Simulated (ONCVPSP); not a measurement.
## Ge, ONCV: configuration errors across variants

* Element: Ge
* Generator: ONCVPSP 4.0.1
* Type: optimised norm-conserving Vanderbilt (ONCV)
* Functional: PBE
* Relativity: scalar-relativistic
* Frozen core: [Ar] 3d10
* Valence charge: 4
* Reference configuration: 4s2 4p1 (charge +1)
* Partial waves: 4s: rc 1.50 bohr, ncon 4, nbas 7, qcut 5.4 1/bohr, 1 projector; 4p: rc 2.20 bohr, ncon 4, nbas 7, qcut 4.4 1/bohr, 1 projector
* Local potential: polynomial inside 1.45 bohr (lpopt 5, dvloc0 0 Ha)
* Core correction: none

All-electron excitation energies from the reference (eV): (1) 4s2 4p2 -7.444; (2) 4s2 4p0 15.439; (3) 4s1 4p0 50.231; (4) 4s2 4p1.5 -4.642.

2 further variants failed, have other tests or too few solved ones, and are left out.

Errors AE − PS in meV (a dash: test not solved or not reliable):

```json
{"change": "base", "(1)": "+4.0", "(2)": "+7.9", "(3)": "+131", "(4)": "+1.4", "bound ghosts": "none", "GHOST(+) flags above zero": "s"}
{"change": "s: qcut 3.6; p: qcut 2.9", "(1)": "+3.9", "(2)": "+6.6", "(3)": "+126", "(4)": "+1.4", "bound ghosts": "none", "GHOST(+) flags above zero": "s"}
{"change": "s: qcut 4.2; p: qcut 3.4", "(1)": "+3.9", "(2)": "+6.6", "(3)": "+126", "(4)": "+1.4", "bound ghosts": "none", "GHOST(+) flags above zero": "s"}
{"change": "s: qcut 4.7; p: qcut 3.9", "(1)": "+3.9", "(2)": "+7.1", "(3)": "+128", "(4)": "+1.4", "bound ghosts": "none", "GHOST(+) flags above zero": "s"}
{"change": "s: qcut 5.3; p: qcut 4.3", "(1)": "+4.0", "(2)": "+7.7", "(3)": "+131", "(4)": "+1.4", "bound ghosts": "none", "GHOST(+) flags above zero": "s"}
{"change": "s: qcut 6.6; p: qcut 5.4", "(1)": "+4.2", "(2)": "+9.5", "(3)": "+138", "(4)": "+1.5", "bound ghosts": "none", "GHOST(+) flags above zero": "s"}
```

Problem. Give the same row for: s: qcut 5.9; p: qcut 4.8.

Solution. +4.1, +8.5, +134, +1.5; bound ghosts: none; GHOST(+) flags above zero: s.
